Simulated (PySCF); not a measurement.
Correlation energy of P²⁺ (phosphorus, charge +2)

[Ne] 3s1 3p1 3d1, one real determinant (an excited configuration). Calculation: PySCF 2.14, in aug-cc-pCVQZ-DK (10s9p7d5f3g, 134 functions); scalar relativity by spin-free X2C-1e. Frozen: [Ne]; 3 electrons correlated.

MP2 pair energies summed by pair of shells (mhartree):

| pair | energy | share (%) |
| --- | --- | --- |
| 3p-3d | -7.60 | 48.0 |
| 3s-3d | -5.12 | 32.4 |
| 3s-3p | -3.11 | 19.6 |

Total MP2 correlation energy: -15.83 mhartree.

Same-spin part -15.83 and opposite-spin part 0.00 mhartree; SCS-MP2 scales them by 1/3 and 6/5 to -5.28 mhartree.

The reference is one real determinant that mixes LS terms of this configuration.
